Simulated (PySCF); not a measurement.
Species: C3H9GeNSi.
InChI=1S/C3H9GeNSi/c4-1-2-6-3-5/h3,5-6H2,4H3

Torsions of this conformer, `[NH2:1][CH2:2][SiH2:3][C:4]#[C:5][GeH3:6]`: N1–C2–Si3–C4 57°, H–N1–C2–Si3 -62°, H–N1–C2–Si3 179°.

The closed-shell ground state was solved at several levels (PySCF, density fitting, gas phase). Geometry: PBE0-D3(BJ)/def2-SVP, one conformer, isolated molecule. Relativistic effects, spin–orbit coupling among them, are left out although an element past zinc is present.

```csv
level,basis functions,total energy (Eh),HOMO (eV),LUMO (eV),gap (eV),dipole (D)
CAM-B3LYP/def2-SVPD,214,-2540.4747,-8.42,0.59,9.01,1.60
PBE0/def2-SVPD,214,-2539.8518,-6.98,-0.48,6.50,1.60
LDA/def2-SVPD,214,-2534.5665,-5.63,-1.55,4.08,1.64
BHandHLYP/def2-SVPD,214,-2540.3164,-8.36,0.48,8.84,1.59
HF/def2-SVPD,214,-2537.0649,-10.40,1.99,12.39,1.61
```

Problem. Estimate the row for PBE0/aug-cc-pVDZ, a basis of 236 functions; the other rows only guide the guess.

Solution. Total energy -2540.3032 Eh, HOMO -6.98 eV, LUMO -0.51 eV, gap 6.47 eV, dipole 1.59 D.

Problem. Over all these levels, which gives the widest orbital gap and which the narrowest?

Solution. HF/def2-SVPD (Hartree–Fock, all exact exchange) has the widest, 12.39 eV, and LDA/def2-SVPD (LDA) the narrowest, 4.08 eV. The two share the basis. From the narrowest to the widest the HOMO moves by -4.77 eV and the LUMO by +3.54 eV. The HOMO need not be the same orbital at Hartree–Fock and at DFT levels.

Problem. In the def2-SVPD basis, how does the gap go with the fixed share of exact exchange?

Solution. LDA (0 %) 4.08 eV; PBE0 (25 %) 6.50 eV; BHandHLYP (50 %) 8.84 eV; HF (100 %) 12.39 eV. Each rise in the share widens the gap here.

Problem. How far do the dipole and the HOMO energy spread over the levels?

Solution. The dipole runs from 1.59 to 1.64 D (mean 1.61 D) and the HOMO from -10.40 to -5.63 eV.
